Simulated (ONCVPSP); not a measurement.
# Zr ONCV: all-electron and pseudo phase curves

```json
{
  "Element": "zirconium (Zr)",
  "Generator": "ONCVPSP 4.0.1",
  "Type": "optimised norm-conserving Vanderbilt (ONCV)",
  "Functional": "PBE",
  "Relativity": "fully relativistic",
  "Frozen core": "[Ar] 3d10",
  "Valence charge": "12",
  "Reference configuration": "4s2 4p6 4d2 5s1 5p1",
  "Partial waves": "4s+5s: rc 2.30 bohr, ncon 4, nbas 8, qcut 5.1 1/bohr, 2 projectors; 4p+5p: rc 2.05 bohr, ncon 4, nbas 9, qcut 6.3 1/bohr, 2 projectors; 4d: rc 2.60 bohr, ncon 4, nbas 8, qcut 5.3 1/bohr, 2 projectors, debl 0.3 Ha",
  "Local potential": "polynomial inside 1.80 bohr (lpopt 5, dvloc0 -1 Ha)",
  "Core correction": "none"
}
```

Open shells are filled in proportion to 2j + 1.

The phase is arctan(r·R′/R) of the radial function R(r), unwrapped; energies in Ha, scanned from -4 to 5 Ha. A pole is an energy at which the radial function vanishes at the test radius. The pseudo phase is shifted by a multiple of π to meet the all-electron one at the reference energy, and phase errors are pseudo minus all-electron; the curves can meet again beyond the range given. Levels narrower than the energy grid can be missing from the lists of poles.

Problem. For each channel, where are the poles, and over which energies does the pseudopotential scatter like the atom?

Solution.

```csv
channel,radius (bohr),reference energy (Ha),"poles, all-electron","poles, pseudo",unbroken range about the reference energy with phases within 0.05 rad,phase error 1 Ha above the reference energy (rad)
s,2.33,-0.19,"-1.95, 2.45","-1.95, 2.33",below 3.1,-0.002
p3/2,2.08,-0.07,"-0.83, 4.68","-0.83, 4.51",the whole range,-0.001
p1/2,2.08,-0.08,"-0.93, 4.54","-0.93, 4.39",the whole range,-0.002
d5/2,2.63,-0.17,"0.18, 3.22","0.18, 3.40",below 4.1,+0.002
d3/2,2.63,-0.17,"0.16, 3.20","0.16, 3.40",below 4.1,+0.002
```

Phases in the p1/2 channel:

```csv
E (Ha),all-electron,pseudo
-3.98,1.328,1.328
-3.74,1.313,1.313
-3.50,1.296,1.296
-3.26,1.275,1.275
-3.02,1.248,1.248
-2.78,1.212,1.212
-2.54,1.161,1.161
-2.30,1.079,1.079
-2.06,0.925,0.925
-1.82,0.543,0.543
-1.58,-0.464,-0.464
-1.34,-1.208,-1.208
-1.10,-1.472,-1.472
-0.86,-1.602,-1.602
-0.62,-1.687,-1.687
-0.38,-1.758,-1.758
-0.14,-1.828,-1.828
0.10,-1.908,-1.908
0.34,-2.013,-2.013
0.58,-2.166,-2.167
0.82,-2.420,-2.421
1.06,-2.857,-2.860
1.30,-3.439,-3.444
1.54,-3.895,-3.900
1.78,-4.159,-4.164
2.02,-4.314,-4.318
2.26,-4.412,-4.417
2.50,-4.481,-4.485
2.74,-4.530,-4.535
2.98,-4.569,-4.574
3.22,-4.601,-4.606
3.46,-4.627,-4.632
3.70,-4.649,-4.656
3.94,-4.669,-4.677
4.18,-4.687,-4.696
4.42,-4.704,-4.715
4.66,-4.720,-4.734
4.90,-4.736,-4.753
```
